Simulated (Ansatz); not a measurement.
Several settings on one geometry of [AlCl4]- (AlCl₄⁻) (that of the charge -1 singlet, r2SCAN-D4/def2-SVPD). Ansatz on 4 threads of Arm Neoverse N1 on a shared host; times are rough.

| atom | x (Å) | y (Å) | z (Å) |
| --- | --- | --- | --- |
| Al1 | 0.000 | 0.000 | 0.000 |
| Cl2 | 0.011 | -0.018 | 2.175 |
| Cl3 | 2.047 | 0.011 | -0.735 |
| Cl4 | -1.033 | 1.779 | -0.705 |
| Cl5 | -1.025 | -1.772 | -0.734 |

Totals from different functionals, basis sets or treatments of relativity can't be compared as stabilities.

Correlated methods freeze 25 core orbitals.

Problem. Give the basis size and estimate the energy, ⟨S²⟩ and time of these runs.

| run | method | charge | state | further keys |
| --- | --- | --- | --- | --- |
| 1 | RKS ωPBEh/STO-3G | -1 | singlet | forces asked |
| 2 | RKS PBE-QIDH/def2-SVP | -1 | singlet | nuclear_model: gaussian; accuracy: high; scf: {omitted_lower_state_checks: [starts]} |
| 3 | RHF, ccsd/def2-TZVP | -1 | singlet | fitting: {mean_field: def2-universal-jkfit}; electrons: outside_noble_gas; scf: {lower_state_search: light} |

Solution. 
| run | functions | energy (Eh) | ⟨S²⟩ | wall time |
| --- | --- | --- | --- | --- |
| 1 | 45 | -2060.0668 | – | 0.95 s |
| 2 | 90 | -2081.7512 | – | 7 s |
| 3 | 185 | -2081.2585 | – | 17 s |

The highest occupied level of an anion often lies above zero with these methods, and sets without diffuse functions describe the outer electron poorly.
